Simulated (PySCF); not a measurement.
## Bond length, frequency and bond energy of CaBi⁻ by level of theory

State: ³Π (triplet), unpaired electrons σ ↑, π ↑. Set-up: Ca def2-SVPD, Bi def2-SVPD with ECP60; scalar-relativistic core potentials (PySCF 2.14). De refers to Ca + Bi⁻ in their high-spin ground configurations, without counterpoise correction. The functionals are run spin-unrestricted. A positive dipole points towards Bi; it is taken about the centre of mass and depends on that origin.

```
  Level  Re (Å)  ωe (cm⁻¹)  De (eV)  μ (D)  CPU s a point (SCF and correlation, without the integrals)
    PBE   2.999        189      n/a   4.54                                                         1.5
   PW91   2.991        191      n/a   4.39                                                         1.1
   BLYP   3.027        181      n/a   4.32                                                        0.99
 r²SCAN   2.997        193      n/a   4.36                                                         2.1
   PBE0   3.000        189      n/a   4.28                                                         2.3
    M06   3.018        187      n/a   4.33                                                         2.1
LC-ωPBE   2.965        198      n/a   3.49                                                         2.2
```

**Question.** What does a quarter of exact exchange do here, going from PBE to PBE0?

**Answer.** PBE0 less PBE: +0.1 pm in Re, +0.0 % in ωe. Exact exchange removes part of the self-interaction that spreads semilocal densities, and in most molecules shortens and stiffens the bond and lowers De; so it does here.

**Question.** What does the step from GGA to meta-GGA do here, going from PBE to r²SCAN?

**Answer.** r²SCAN less PBE: -0.2 pm in Re, +2.1 % in ωe. 

Spin–orbit coupling is left out, which matters for elements this heavy, above all for dissociation energies. The highest Kohn–Sham level is positive in this anion. Much of that is self-interaction error, but it also means that the finite basis helps to hold the extra electron. The state is the lowest determinant that a PBE0 search found; another state may lie lower at other levels.

The whole job (state search and all levels along the bond) took about 4.9 min on 1 thread of Arm Neoverse N1 (shared host), peak memory 0.91 GiB.
